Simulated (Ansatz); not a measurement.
System: sum formula H$_{5}$GeO$_{4}$, charge 1, multiplicity 1. It need not be the lowest isomer of its formula. 
Coordinates optimised at B3LYP-D3(BJ)/def2-TZVP (Ansatz, a first-principles code):
SMILES: [OH][Ge]([OH])([OH])[OH2+]
```xyz
10

O      0.0460     1.3164    -1.2124
Ge     0.0050    -0.1347     0.1221
O     -1.1673     0.4788     1.2301
O     -0.4855    -1.3014    -1.0582
O      1.6179    -0.1317     0.7293
H      0.0104     2.2544    -0.9632
H     -0.8763     0.5703     2.1491
H     -1.2292    -1.8748    -0.8255
H      2.2590    -0.7001     0.2791
H     -0.4115     1.1640    -2.0565
```
Charge +1, spin multiplicity 1.

Basis-set convergence of Hartree-Fock and CCSD correlation energies (hartree) with Ansatz. Valence correlation only, unless marked. No spin-orbit coupling. The frozen core is the preceding noble-gas configuration, with the filled d and f shells of earlier blocks. Non-relativistic.

| basis | functions | E(HF) | E(corr, CCSD) |
|---|---|---|---|
| cc-pVDZ | 108 | -2377.55897 | -0.87218 |
| cc-pVTZ | 233 | (withheld) | (withheld) |

Problem. What belongs in the gaps?

Solution. 
- cc-pVTZ, E(HF): -2377.75619
- cc-pVTZ, E(corr, CCSD): -1.09293
